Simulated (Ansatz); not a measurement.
Species: GaN, charge 0, triplet. GaN (SMILES [N]=[Ga], triplet).
B3LYP-D3(BJ)/def2-TZVP minimum from Ansatz (an electronic-structure program):
```
Ga
N 1 1.8643
```
Charge 0, spin multiplicity 3.

Hartree-Fock and CCSD correlation energies in hartree (Ansatz). Radicals and triplets start from unrestricted determinants; spin-orbit coupling is neglected. Cores are frozen in correlated methods (noble-gas shells, and filled d and f shells in the p block). No relativity. The UHF reference of GaN ([N]=[Ga], triplet) is spin-contaminated (<S^2> up to 0.11 over the pure value in the sets run). The determinant of GaN ([N]=[Ga], triplet) is a saddle point of the SCF energy; a lower one exists, which strains HF and MP2.

```csv
basis,X,E(HF),"E(corr, CCSD)"
cc-pVTZ,3,-1977.66435,-0.21451
cc-pVQZ,4,-1977.67117,-0.22635
cc-pV5Z,5,-1977.67244,withheld
```

### Question
Fit E(corr) = E∞ + A/X³ to X = 3 and 4, predict X = 5, and compare with the run.

### Answer
A = (-0.21451 - (-0.22635))/(1/27 - 1/64) = 0.5530; E∞ = -0.22635 - A/64 = -0.23499; at X = 5, E∞ + A/125 = -0.23057. The run gave -0.23040, 0.17 mEh above the prediction. The same form on X = 4 and 5 gives E∞ = -0.23465, 0.34 mEh above the first estimate.
